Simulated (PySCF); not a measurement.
Species: C4H14OSi2.
Structure used (PBE0-D3(BJ)/def2-SVP), in Å, numbered top down from 1:
```
atom  x, y, z in Å
C1    -2.4672    0.2426   -0.9364
C2    -1.4028   -0.6110   -0.2677
C3    -1.8665   -1.1979    1.0506
O4    -0.2443    0.1606   -0.0084
Si5    0.9891    0.4830   -1.0829
C6     2.3983    1.1080   -0.0318
Si7    2.5277    0.1879    1.6108
H8    -3.3797   -0.3425   -1.1261
H9    -2.1123    0.6402   -1.8993
H10   -2.7256    1.0954   -0.2897
H11   -1.1367   -1.4445   -0.9502
H12   -2.7643   -1.8182    0.9125
H13   -1.0738   -1.8183    1.4929
H14   -2.1024   -0.3885    1.7585
H15    0.5757    1.4829   -2.1184
H16    1.3645   -0.7841   -1.7915
H17    2.2641    2.1821    0.1787
H18    3.3432    1.0006   -0.5909
H19    1.4558    0.6208    2.5526
H20    2.4246   -1.2888    1.3956
H21    3.8532    0.4660    2.2495
```

Computed with PySCF at CAM-B3LYP/def2-SVPD, non-relativistic, on one gas-phase PBE0-D3(BJ)/def2-SVP geometry that isn't relaxed in the solvent. The solvent is an IEF-PCM continuum (Bondi radii, 1.10 Å for H, scaled by 1.2), and excitations are vertical TDDFT with non-equilibrium linear response and a frozen core. Only the electrostatic response of the medium enters.

```tsv
run	E − E(gas) (kcal/mol)	HOMO (eV)	HOMO–LUMO gap (eV)	dipole (D)	lowest singlet (eV)	static polarisability (au)
gas	0.00	-9.38	10.55	1.04	7.40	107.0
P	-2.35	-9.32	10.56	1.46	7.46	145.1
Q	-2.18	-9.32	10.56	1.42	7.45	142.2
```

Task: The runs were made in acetone and water. Which run belongs to which solvent?

Result: P = water, Q = acetone. The dielectric constants are 20.49 (acetone), 78.36 (water), and the energy falls further as ε rises. The optical constants n² used for the excitations are 1.85, 1.78 in the same order. In this model the ground state sees the solvent through ε alone.

Task: How constant is the ratio of the lowering to (ε − 1)/(2ε + 1)?

Result: 
```csv
solvent,(ε − 1)/(2ε + 1),E − E(gas) (kcal/mol),ratio (kcal/mol),polarisation term (kcal/mol)
acetone,0.464,-2.18,-4.7,-2.51
water,0.490,-2.35,-4.8,-2.75
```

The ratio changes by +2.0 % in size from acetone to water. The polarisation term is half the interaction of the solute with the induced surface charges.
